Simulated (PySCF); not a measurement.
## Atomic charges against the basis set

Species: ClH₇SSi₃.
Atom-mapped SMILES: `[SiH3:1][SiH2:2][S:3][SiH2:4][Cl:5]` (hydrogens: H6, H7, H8 on Si1; H9, H10 on Si2; H11, H12 on Si4)

PBE0 throughout (PySCF), one geometry, spherical d and f functions. The structure is a single PBE0-D3(BJ)/def2-SVP conformer in the gas phase; no vibrational or solvent corrections. Atoms taken as equivalent share a column and are averaged. The first 7 of 8 kinds of atom are listed.

Mulliken charges (e):

| basis | functions | Si1 | Si2 | S3 | Si4 | Cl5 | H6/H7/H8 | H9/H10 |
| --- | --- | --- | --- | --- | --- | --- | --- | --- |
| STO-3G | 52 | +0.346 | +0.323 | -0.162 | +0.554 | -0.356 | -0.108 | -0.103 |
| 6-31G | 79 | +0.274 | +0.272 | -0.356 | +0.499 | -0.271 | -0.069 | -0.052 |
| pcSseg-0 | 79 | +0.027 | +0.177 | -0.559 | +0.582 | -0.362 | +0.007 | +0.040 |
| 6-31G* | 104 | +0.134 | +0.198 | -0.322 | +0.415 | -0.240 | -0.031 | -0.021 |
| cc-pVDZ | 125 | +0.057 | +0.153 | -0.277 | +0.319 | -0.212 | -0.012 | -0.002 |
| def2-SVP | 125 | +0.116 | +0.236 | -0.396 | +0.487 | -0.253 | -0.032 | -0.021 |
| aug-cc-pVDZ | 198 | -1.131 | -0.376 | -0.609 | +0.116 | -0.387 | +0.357 | +0.358 |
| 6-311+G(2d,p) | 217 | +0.089 | +0.151 | -0.155 | +0.256 | -0.179 | -0.027 | -0.021 |
| def2-TZVP | 227 | -0.004 | +0.149 | -0.280 | +0.332 | -0.231 | +0.005 | +0.005 |
| cc-pVTZ | 268 | +0.027 | +0.141 | -0.246 | +0.297 | -0.209 | -0.002 | -0.003 |
| IGLO-III | 290 | +0.443 | +0.599 | -0.667 | +0.979 | -0.382 | -0.138 | -0.139 |
| pcSseg-2 | 313 | +0.294 | +0.313 | -0.338 | +0.562 | -0.274 | -0.091 | -0.072 |

IAO charges (e):

```tsv
basis	functions	Si1	Si2	S3	Si4	Cl5	H6/H7/H8	H9/H10
STO-3G	52	+0.367	+0.361	-0.269	+0.580	-0.305	-0.113	-0.103
6-31G	79	+0.153	+0.272	-0.336	+0.528	-0.287	-0.045	-0.043
pcSseg-0	79	+0.105	+0.240	-0.342	+0.519	-0.278	-0.029	-0.027
6-31G*	104	+0.256	+0.373	-0.388	+0.680	-0.313	-0.081	-0.083
cc-pVDZ	125	+0.252	+0.375	-0.391	+0.685	-0.312	-0.080	-0.083
def2-SVP	125	+0.263	+0.382	-0.392	+0.695	-0.305	-0.084	-0.087
aug-cc-pVDZ	198	+0.253	+0.379	-0.396	+0.691	-0.318	-0.080	-0.084
6-311+G(2d,p)	217	+0.277	+0.397	-0.403	+0.714	-0.320	-0.088	-0.092
def2-TZVP	227	+0.281	+0.404	-0.407	+0.728	-0.322	-0.090	-0.094
cc-pVTZ	268	+0.270	+0.395	-0.405	+0.717	-0.321	-0.086	-0.090
IGLO-III	290	+0.280	+0.399	-0.403	+0.717	-0.318	-0.089	-0.093
pcSseg-2	313	+0.278	+0.396	-0.401	+0.717	-0.320	-0.088	-0.092
```

Hirshfeld charges (e):

```tsv
basis	functions	Si1	Si2	S3	Si4	Cl5	H6/H7/H8	H9/H10
STO-3G	52	+0.250	+0.268	-0.153	+0.450	-0.297	-0.077	-0.077
6-31G	79	+0.185	+0.203	-0.180	+0.310	-0.145	-0.056	-0.054
pcSseg-0	79	+0.199	+0.221	-0.180	+0.324	-0.149	-0.061	-0.059
6-31G*	104	+0.194	+0.206	-0.170	+0.307	-0.128	-0.060	-0.059
cc-pVDZ	125	+0.206	+0.213	-0.148	+0.304	-0.115	-0.067	-0.068
def2-SVP	125	+0.212	+0.216	-0.142	+0.302	-0.108	-0.069	-0.071
aug-cc-pVDZ	198	+0.203	+0.210	-0.150	+0.304	-0.109	-0.066	-0.068
6-311+G(2d,p)	217	+0.208	+0.210	-0.151	+0.301	-0.109	-0.067	-0.067
def2-TZVP	227	+0.204	+0.209	-0.146	+0.298	-0.106	-0.066	-0.068
cc-pVTZ	268	+0.204	+0.210	-0.148	+0.300	-0.109	-0.066	-0.067
IGLO-III	290	+0.203	+0.209	-0.136	+0.291	-0.099	-0.067	-0.070
pcSseg-2	313	+0.207	+0.214	-0.153	+0.308	-0.111	-0.067	-0.068
```

Some averages cover members that differ in this geometry, most widely: H6/H7/H8, Mulliken in aug-cc-pVDZ +0.244 to +0.420; H9/H10, Mulliken in aug-cc-pVDZ +0.284 to +0.431 e.

Q: Which scheme is steadiest as the basis changes?

A: Largest range over the bases for any column: Hirshfeld 0.20 e, IAO 0.26 e, Mulliken 1.57 e. Hirshfeld charges move least and Mulliken charges most, counted in e. Without the minimal STO-3G basis the ranges are Hirshfeld 0.05, IAO 0.21, Mulliken 1.57 e.

Q: How much do the charges still move between the two largest bases, IGLO-III and pcSseg-2?

A: At most, over all atoms: Mulliken 0.417 e, IAO 0.003 e, Hirshfeld 0.017 e.

Q: What do the same runs give for the total energy, the frontier levels and the dipole moment?

A: 
| basis | energy (Eh) | HOMO (eV) | LUMO (eV) | μ (D) |
| --- | --- | --- | --- | --- |
| STO-3G | -1711.0726 | -4.03 | 4.14 | 2.19 |
| 6-31G | -1730.2628 | -7.62 | -0.68 | 1.97 |
| pcSseg-0 | -1728.4385 | -7.88 | -0.92 | 1.92 |
| 6-31G* | -1730.4105 | -7.58 | -0.60 | 1.39 |
| cc-pVDZ | -1730.5085 | -7.53 | -0.48 | 1.11 |
| def2-SVP | -1729.9641 | -7.56 | -0.50 | 1.08 |
| aug-cc-pVDZ | -1730.5183 | -7.57 | -0.76 | 1.08 |
| 6-311+G(2d,p) | -1730.5641 | -7.59 | -0.81 | 1.05 |
| def2-TZVP | -1730.5696 | -7.60 | -0.69 | 0.98 |
| cc-pVTZ | -1730.5875 | -7.60 | -0.66 | 1.01 |
| IGLO-III | -1730.5569 | -7.53 | -0.62 | 0.89 |
| pcSseg-2 | -1730.6015 | -7.65 | -0.75 | 1.16 |

The dipole is fixed by the density alone, so its range of 1.30 D shows that the density itself changes with the basis, not only its division among atoms.
